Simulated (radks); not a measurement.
Task: Species: Co III. Configuration: [Ne] 3s2 3p5.5 3d7 4f0.5 (fractional occupations, a model configuration). All-electron calculation, scalar-relativistic Kohn-Sham, PBE, spin-unpolarised, spherical densities, point nucleus. Program: a radial shooting solver on a logarithmic mesh with Libxc functionals. Some entries of the table are withheld. Estimate them.

orbital,occ.,eigenvalue (eV),<r> (bohr),r(max) (bohr)
1s,2,-7622.279,0.05619,0.03678
2s,2,(1),0.2554,0.2130
2p,6,-797.4090,0.2249,0.1719
3s,2,-129.0297,(2),0.6680
3p,5.5,-92.1623,0.8101,0.6772
3d,7,-33.9137,0.9733,0.6613
4s,0,-24.4094,2.314,2.021
4p,0,-17.5798,2.750,2.368
4d,0,-9.4163,4.325,3.748
4f,0.5,(3),6.575,6.033

Result: 
(1) 2s eigenvalue (eV): -926.2770
(2) 3s <r> (bohr): 0.7709
(3) 4f eigenvalue (eV): -5.4670
